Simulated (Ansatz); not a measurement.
System: O2 (charge +2, singlet). 
Coordinates optimised at B3LYP-D3(BJ)/def2-TZVP (Ansatz, a program for electronic structure):
```xyz
2

O      0.0000     0.0000    -0.5162
O      0.0000     0.0000     0.5162
```
Charge +2, spin multiplicity 1.

Task: Give the harmonic wavenumbers at B3LYP-D3(BJ)/def2-TZVP (Ansatz, finite differences of forces, unscaled).

Result: 2420 cm⁻¹. Zero-point energy 3.5 kcal/mol.

Task: From these and the geometry, give the ideal-gas thermochemistry at 298.15 K and 1 atm (rigid rotor, harmonic oscillator).

Result: Point group D∞h, rotational symmetry number 2. Rotational constants 59.27, 59.27 GHz. S(trans) 36.32, S(rot) 9.85, S(vib) 0.00, S(elec, spin only) 0.00, S 46.2 cal/(mol K). H(298) - H(0) 2.07 kcal/mol; G - E(el) -8.2 kcal/mol.
